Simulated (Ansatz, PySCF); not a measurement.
The pair A = AsH3 (SMILES [AsH3]) (first 4 atoms), B = HBr (SMILES Br); geometry from B3LYP-D3(BJ)/def2-TZVP.
(charge 0, multiplicity 1):
```csv
atom,x (Å),y (Å),z (Å)
As,-0.2459,-0.1997,0.1439
H,-0.9311,0.7332,-0.8422
H,-0.4163,-1.4192,-0.7482
H,1.1450,0.1094,-0.3869
Br,-1.1177,-0.2402,4.0798
H,-0.8067,-0.2254,2.6745
```

Correlated levels freeze the cores. Filled d and f shells under p-block atoms count as core. CBS: X⁻³ extrapolation of the correlation energy, Hartree–Fock from the larger set.

Codes used: Ansatz (a program for electronic structure) with Gaussian orbitals; PySCF for the dispersion terms. Each number belongs to the level named beside it.

The monomers are drawn apart, rigid, along the line of their centres of mass. Counterpoise-corrected interaction energies (kcal/mol):

| level | R = 5.082 Å | R = 6.119 Å |
|---|---|---|
| PBE/def2-TZVPPD | -1.1476 | -0.3824 |
| PBE-D3(BJ)/def2-TZVPPD | -1.4978 | -0.4999 |
| wB97M-V/def2-TZVPPD | -1.1924 | -0.4352 |
| CCSD(T)/CBS(aug-cc-pVDZ, aug-cc-pVTZ) | -1.2780 | -0.4637 |

Q: R is the distance of the centres of mass. Find the local exponent m of E ∝ R⁻ᵐ between the two points.

A: 
m = ln(E₁/E₂)/ln(R₂/R₁): PBE/def2-TZVPPD 5.9; PBE-D3(BJ)/def2-TZVPPD 5.9; wB97M-V/def2-TZVPPD 5.4; CCSD(T)/CBS(aug-cc-pVDZ, aug-cc-pVTZ) 5.5. For scale, two fixed dipoles give m = 3, dipole and quadrupole 4, quadrupoles 5, and dispersion or dipole-induced dipole 6 at long range; at these distances several terms mix, and what is left of overlap and damping shifts m, so it need not match one of them.
